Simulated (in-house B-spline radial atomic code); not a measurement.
A fraction x of an electron is removed from 2p in the neon ion Ne⁵⁺, starting from [He] 2s2 2p1 and keeping the highest spin. Level of theory: non-relativistic LDA exchange-only, spin-polarised, spherical fractional occupations, point nucleus; calculated with a radial B-spline atomic code at the basis-set limit.

```json
{"x": "0", "E(x) - E(0) (eV)": "0.0000", "2p up level (eV)": "-140.665"}
{"x": "0.04", "E(x) - E(0) (eV)": "5.6514", "2p up level (eV)": "-141.907"}
{"x": "0.2", "E(x) - E(0) (eV)": "28.7551", "2p up level (eV)": "-146.893"}
{"x": "0.36", "E(x) - E(0) (eV)": "52.6586", "2p up level (eV)": "-151.904"}
{"x": "0.46", "E(x) - E(0) (eV)": "68.0061", "2p up level (eV)": "-155.046"}
{"x": "0.5", "E(x) - E(0) (eV)": "74.2331", "2p up level (eV)": "-156.303"}
{"x": "0.62", "E(x) - E(0) (eV)": "93.2160", "2p up level (eV)": "-160.080"}
{"x": "0.73", "E(x) - E(0) (eV)": "111.0152", "2p up level (eV)": "-163.541"}
{"x": "0.82", "E(x) - E(0) (eV)": "125.8612", "2p up level (eV)": "-166.370"}
{"x": "1", "E(x) - E(0) (eV)": "156.3153", "2p up level (eV)": "-"}
```

The exact functional would give a straight line between the two integer points. Deviations E(x) - E(0) - x[E(1) - E(0)], in eV: -0.601 at x = 0.04, -2.508 at x = 0.2, -3.615 at x = 0.36, -3.899 at x = 0.46, -3.925 at x = 0.5, -3.699 at x = 0.62, -3.095 at x = 0.73, -2.317 at x = 0.82.

The curve lies below the straight line by up to 3.925 eV (at x = 0.5): convex, the delocalisation error that favours fractional charges.

**Question.** How well does Slater's transition state (minus the level at half occupation) give the ionisation energy?

**Answer.** It gives 156.303 eV against 156.315 eV from the two total energies; NIST lists 157.93 eV, ground level to ground level.
